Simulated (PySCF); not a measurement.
## Charge on either side of a bond

Me3Si(SeBu), C₇H₁₈SeSi.
Atom-mapped SMILES: `[CH3:1][CH2:2][CH2:3][CH2:4][Se:5][Si:6]([CH3:7])([CH3:8])[CH3:9]` (hydrogens: H10, H11, H12 on C1; H13, H14 on C2; H15, H16 on C3; H17, H18 on C4; H19, H20, H21 on C7; H22, H23, H24 on C8; H25, H26, H27 on C9)

Cartesian coordinates in Å at the PBE0-D3(BJ)/def2-SVP level; atoms count from 1:
```
atom  x, y, z in Å
C1     3.0705   -1.2436    0.6494
C2     3.1324    0.0589   -0.1355
C3     1.7679    0.6581   -0.4722
C4     0.9533   -0.1877   -1.4345
Se5   -0.7622    0.6067   -1.9720
Si6   -1.9439    0.3235   -0.0214
C7    -3.7457    0.2535   -0.5487
C8    -1.6901    1.7742    1.1494
C9    -1.4264   -1.2799    0.8147
H10    2.5731   -2.0460    0.0825
H11    4.0775   -1.6049    0.9076
H12    2.5142   -1.1124    1.5924
H13    3.7058    0.8034    0.4422
H14    3.7012   -0.0966   -1.0697
H15    1.1970    0.8073    0.4614
H16    1.8975    1.6623   -0.9073
H17    1.4949   -0.3273   -2.3833
H18    0.7444   -1.1893   -1.0336
H19   -3.9370   -0.6256   -1.1824
H20   -4.4043    0.1990    0.3334
H21   -4.0243    1.1523   -1.1210
H22   -2.3342    1.6758    2.0392
H23   -0.6454    1.8420    1.4887
H24   -1.9406    2.7201    0.6450
H25   -1.5072   -2.1340    0.1252
H26   -0.3936   -1.2340    1.1928
H27   -2.0882   -1.4714    1.6755
```

Atomic charges (e) from the PBE0/pcSseg-1 density (PySCF):

| atom | Mulliken | IAO | Hirshfeld | ESP-fitted |
| --- | --- | --- | --- | --- |
| C1 | -0.3034 | -0.4092 | -0.1145 | -0.4016 |
| C2 | -0.2613 | -0.2442 | -0.0625 | +0.1866 |
| C3 | -0.2334 | -0.2421 | -0.0729 | -0.0373 |
| C4 | -0.3204 | -0.3481 | -0.0800 | -0.1952 |
| Se5 | -0.3786 | -0.1538 | -0.0739 | -0.3671 |
| Si6 | +0.8877 | +0.9657 | +0.3602 | +0.9018 |
| C7 | -0.6209 | -0.7123 | -0.2167 | -0.6815 |
| C8 | -0.6078 | -0.7167 | -0.2192 | -0.7612 |
| C9 | -0.6341 | -0.7135 | -0.2140 | -0.6672 |
| H10 | +0.1165 | +0.1311 | +0.0367 | +0.1003 |
| H11 | +0.1219 | +0.1406 | +0.0415 | +0.1007 |
| H12 | +0.1138 | +0.1299 | +0.0370 | +0.0972 |
| H13 | +0.1213 | +0.1335 | +0.0389 | -0.0147 |
| H14 | +0.1162 | +0.1264 | +0.0356 | -0.0268 |
| H15 | +0.1382 | +0.1180 | +0.0312 | +0.0348 |
| H16 | +0.1307 | +0.1394 | +0.0338 | +0.0252 |
| H17 | +0.1505 | +0.1494 | +0.0391 | +0.1726 |
| H18 | +0.1611 | +0.1391 | +0.0340 | +0.0599 |
| H19 | +0.1469 | +0.1566 | +0.0410 | +0.1357 |
| H20 | +0.1385 | +0.1489 | +0.0416 | +0.1575 |
| H21 | +0.1462 | +0.1545 | +0.0418 | +0.1898 |
| H22 | +0.1350 | +0.1470 | +0.0396 | +0.1880 |
| H23 | +0.1443 | +0.1482 | +0.0377 | +0.1663 |
| H24 | +0.1480 | +0.1563 | +0.0404 | +0.1606 |
| H25 | +0.1492 | +0.1548 | +0.0419 | +0.1494 |
| H26 | +0.1491 | +0.1479 | +0.0390 | +0.1681 |
| H27 | +0.1448 | +0.1529 | +0.0434 | +0.1579 |

Problem. Cut each of the bonds C1–C2, C2–C3, C3–C4, C4–Se5, Si6–Se5 and C7–Si6 in turn and sum the charges on the side of the atom named first.

Solution. In e; the other side holds the opposite charge:

```tsv
bond cut	piece	atoms	Mulliken	IAO	Hirshfeld	ESP-fitted
C1–C2	CH3	4	+0.049	-0.008	+0.001	-0.103
C2–C3	C2H5	7	+0.025	+0.008	+0.013	+0.042
C3–C4	C3H7	10	+0.060	+0.023	+0.005	+0.064
C4–Se5	C4H9	13	+0.052	-0.036	-0.002	+0.102
Si6–Se5	C3H9Si	13	+0.327	+0.190	+0.077	+0.265
C7–Si6	CH3	4	-0.189	-0.252	-0.092	-0.199
```

Extremes among these pieces. Mulliken: lowest CH3 at C7, highest C3H9Si at Si6; IAO: lowest CH3 at C7, highest C3H9Si at Si6; Hirshfeld: lowest CH3 at C7, highest C3H9Si at Si6; ESP-fitted: lowest CH3 at C7, highest C3H9Si at Si6.

Problem. Do the schemes agree better on the pieces than on the single atoms at the cuts?

Solution. The spread between schemes averages 0.132 e for the pieces and 0.386 e for the atoms named first; it is smaller for the piece at 6 of the 6 cuts. On average they agree better on the pieces. The sign differs between schemes (beyond ±0.03 e) for CH3 at C1 and C4H9 at C4.

The structure is a single PBE0-D3(BJ)/def2-SVP conformer in the gas phase; no vibrational or solvent corrections. The calculation is non-relativistic, for selenium too.
